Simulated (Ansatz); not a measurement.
Basis-set extrapolation for `FC1(Cl)CB1S` (PBE0-D4/def2-TZVP geometry, frozen core, the Gaussian-basis code of Ansatz). Multiplicity 1, RHF reference.

|  | def2-TZVPP | def2-QZVPP |
| --- | --- | --- |
| HF | -1058.705742 | -1058.737939 |
| MP2 correlation | -1.028838 | -1.115123 |
| CCSD(T) correlation | -1.123363 | not run |

Energies in hartree. Use E(X) = E(∞) + A·exp(−7.88·√X) for Hartree–Fock and E(X) = E(∞) + B·X^(−2.97) for correlation, with X = 3 and 4, and add CCSD(T) minus MP2 of the smaller set to the MP2 limit.

What is the CCSD(T) energy at the basis-set limit?

HF limit: -1058.737939 + (-0.032197) × 0.13774 = -1058.74237. MP2 limit: -1.115123 + (-0.086285) × 0.74074 = -1.17904. Higher-order term: -1.123363 − (-1.028838) = -0.09452. Total: -1060.01593 hartree, 5.08 eV below CCSD(T)/def2-TZVPP.
